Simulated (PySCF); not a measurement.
# Two-component Hartree-Fock for Cd³⁺ (cadmium, charge +3)

Start: [Kr] 4d9; 4d3/2 filled at m_j = -1/2, +1/2, +3/2; 4d5/2 filled at m_j = -5/2, -3/2, -1/2, +1/2, +3/2, +5/2. Calculated with PySCF 2.14 in x2c-SVPall-2c (6s9p6d1f, 70 functions): generalised Hartree-Fock with the X2C-1e Hamiltonian and a Gaussian nucleus; one run each with spin-orbit coupling (SO) screened by Boettger's factors, then bare. This is a chosen level, not necessarily the ground level.

```json
{"spinor shell": "1s1/2", "electrons": "2", "ε, screened SO (eV)": "-26875.1", "ε, bare SO (eV)": "-26874.9", "weight of nominal j (bare SO)": "1.000", "rms radius, bare SO (bohr)": "0.0349"}
{"spinor shell": "2s1/2", "electrons": "2", "ε, screened SO (eV)": "-4107.3", "ε, bare SO (eV)": "-4107.3", "weight of nominal j (bare SO)": "1.000", "rms radius, bare SO (bohr)": "0.142"}
{"spinor shell": "2p1/2", "electrons": "2", "ε, screened SO (eV)": "-3816.9", "ε, bare SO (eV)": "-3823.1", "weight of nominal j (bare SO)": "1.000", "rms radius, bare SO (bohr)": "0.123"}
{"spinor shell": "2p3/2", "electrons": "4", "ε, screened SO (eV)": "-3622.2", "ε, bare SO (eV)": "-3619.5", "weight of nominal j (bare SO)": "1.000", "rms radius, bare SO (bohr)": "0.128"}
{"spinor shell": "3s1/2", "electrons": "2", "ε, screened SO (eV)": "-832.66", "ε, bare SO (eV)": "-832.67", "weight of nominal j (bare SO)": "1.000", "rms radius, bare SO (bohr)": "0.381"}
{"spinor shell": "3p1/2", "electrons": "2", "ε, screened SO (eV)": "-714.48", "ε, bare SO (eV)": "-715.64", "weight of nominal j (bare SO)": "1.000", "rms radius, bare SO (bohr)": "0.375"}
{"spinor shell": "3p3/2", "electrons": "4", "ε, screened SO (eV)": "-678.57", "ε, bare SO (eV)": "-678.10", "weight of nominal j (bare SO)": "1.000", "rms radius, bare SO (bohr)": "0.387"}
{"spinor shell": "3d3/2", "electrons": "4", "ε, screened SO (eV)": "-470.66", "ε, bare SO (eV)": "-471.82", "weight of nominal j (bare SO)": "1.000", "rms radius, bare SO (bohr)": "0.361"}
{"spinor shell": "3d5/2", "electrons": "6", "ε, screened SO (eV)": "-463.95", "ε, bare SO (eV)": "-463.22", "weight of nominal j (bare SO)": "1.000", "rms radius, bare SO (bohr)": "0.365"}
{"spinor shell": "4s1/2", "electrons": "2", "ε, screened SO (eV)": "-164.13", "ε, bare SO (eV)": "-164.14", "weight of nominal j (bare SO)": "1.000", "rms radius, bare SO (bohr)": "0.938"}
{"spinor shell": "4p1/2", "electrons": "2", "ε, screened SO (eV)": "-122.94", "ε, bare SO (eV)": "-123.15", "weight of nominal j (bare SO)": "0.965", "rms radius, bare SO (bohr)": "1.00"}
{"spinor shell": "4p3/2", "electrons": "4", "ε, screened SO (eV)": "-118.08", "ε, bare SO (eV)": "-118.00", "weight of nominal j (bare SO)": "0.983", "rms radius, bare SO (bohr)": "1.03"}
{"spinor shell": "4d3/2", "electrons": "3", "ε, screened SO (eV)": "-54.697", "ε, bare SO (eV)": "-54.815", "weight of nominal j (bare SO)": "0.886", "rms radius, bare SO (bohr)": "1.28"}
{"spinor shell": "4d5/2", "electrons": "6", "ε, screened SO (eV)": "-53.778", "ε, bare SO (eV)": "-53.712", "weight of nominal j (bare SO)": "0.943", "rms radius, bare SO (bohr)": "1.30"}
```

```csv
quantity,screened SO,bare SO
E (hartree),-5589.17215,-5589.27214
M_J,3/2,3/2
⟨J²⟩,3.753,3.753
⟨L²⟩,6.019,6.021
⟨S²⟩,0.766,0.768
```

Each row is a mean over spinors that exchange with the open shell spreads, by up to 4.810 eV (4p1/2).

Rows whose weight is well below 1 are mixtures of j = l ± 1/2: exchange outweighs spin-orbit coupling there, and the label is only the starting occupation.

Breit and QED terms are absent; they matter most for the inner s and p1/2 levels.

Densities and radii are taken from the X2C orbitals without a picture-change correction, which distorts them close to the nucleus.
